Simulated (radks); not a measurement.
Task: Species: the caesium ion Cs+. Configuration: [Xe]. All-electron calculation, scalar-relativistic Kohn-Sham, LDA (Slater exchange, VWN5 correlation), spin-polarised, spherical densities, finite nucleus; Fermi nuclear charge, rms radius 4.8041 fm; hard spherical wall at 8 bohr. Program: a radial shooting solver on a logarithmic mesh with Libxc functionals. Some entries of the table are withheld. Estimate them.

| orbital | occ. | eigenvalue (eV) | <r^2> (bohr^2) |
|---|---|---|---|
| 1s | 2 | -35763.55 | 0.0009266 |
| 2s | 2 | -5615.523 | 0.01486 |
| 2p | 6 | -5040.994 | 0.01178 |
| 3s | 2 | -1171.169 | 0.1025 |
| 3p | 6 | (1) | 0.1025 |
| 3d | 10 | (2) | 0.08852 |
| 4s | 2 | -225.0240 | 0.5456 |
| 4p | 6 | -165.8060 | (3) |
| 4d | 10 | -79.5729 | 0.8169 |
| 5s | 2 | -32.1795 | 3.388 |
| 5p | 6 | -18.8291 | 4.872 |
| 6s | 0 | -5.2537 | 19.03 |
| 5d | 0 | -4.3128 | 12.73 |
| 4f | 0 | 1.3970 | (4) |

Result: 
(1) 3p eigenvalue (eV): -986.2143
(2) 3d eigenvalue (eV): -713.8578
(3) 4p <r^2> (bohr^2): 0.6232
(4) 4f <r^2> (bohr^2): 14.99
